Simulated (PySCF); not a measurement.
C2H7NSi2. Atoms are numbered in the order given.

```xyz
12

N      2.2240    -0.6808     0.1354
Si     0.8188     0.1265    -0.4516
C     -0.1264     1.3950     0.5936
C     -1.3938     0.9141     0.6525
Si    -1.3329    -0.7747    -0.1975
H      2.2295    -1.1837     1.0139
H      3.1542    -0.4050    -0.1536
H      1.2159     0.6801    -1.7837
H      0.1692     2.3518     1.0477
H     -2.2225     1.4569     1.1274
H     -2.2826    -0.9893    -1.3372
H     -1.5135    -1.9241     0.7487
```

Coordinates come from a PBE0-D3(BJ)/def2-SVP optimisation. The structure was generated by enumeration; whether it is a known compound was not checked. Other conformers were not sampled.

All values below come from HF/def2-TZVP (PySCF).

```
Item                                                                                                            Value
---------------------------------------------------------------------------------------------  ----------------------
total energy                                                                                       -712.18987 hartree
highest occupied level                                                                                       -9.69 eV
lowest empty level                                                                                            2.92 eV
orbital gap                                                                                                  12.61 eV
dipole moment                                                                                                  1.51 D
quadrupole, principal values (traceless, Buckingham form, about the centre of nuclear charge)  -3.13, -2.53, 5.67 D·Å
mean static polarisability                                                                      77.6 bohr³ (11.50 Å³)
polarisability, principal values                                                               63.2, 74.7, 94.9 bohr³
```
